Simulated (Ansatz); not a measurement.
RuO₄, relaxed as a singlet with RKS PBE-D4/def2-SVP in Ansatz, starting from the GFN2-xTB geometry. Force threshold 0.02 eV/Å.

In the def2 sets Ru takes a core potential; there is no spin–orbit coupling. The restricted singlet is unstable towards broken spin symmetry at other levels; at PBE-D4/def2-SVP this wasn't settled.

Start:

```tsv
atom	x (Å)	y (Å)	z (Å)
Ru1	0.000	0.000	0.000
O2	-1.427	-0.712	-0.175
O3	1.147	-0.943	-0.606
O4	0.283	0.253	1.558
O5	-0.003	1.403	-0.777
```

| step | energy (eV) | largest force component (eV/Å) | SCF passes |
| --- | --- | --- | --- |
| 1 | -10755.5844 | 5.997 | 27 |
| 2 | -10756.5299 | 1.157 | 30 |
| 3 | -10756.5779 | 0.142 | 25 |
| 4 | -10756.5787 | 0.002 | 26 |

Force components are those of the run's own axes.

End:

```tsv
atom	x (Å)	y (Å)	z (Å)
Ru1	0.0000	0.0000	0.0000
O2	-1.5069	-0.7523	-0.1853
O3	1.2115	-0.9969	-0.6400
O4	0.2993	0.2670	1.6463
O5	-0.0039	1.4823	-0.8210
```

By distances, no bond broke or formed. The bond that changes most is Ru1–O5, from 1.60 to 1.69 Å (atoms count from 1).

No frequencies were taken in this run, so the end may be a saddle point.

Hardware: 2 threads of Intel Xeon 6975P-C on a shared host. Wall time 3.6 s.
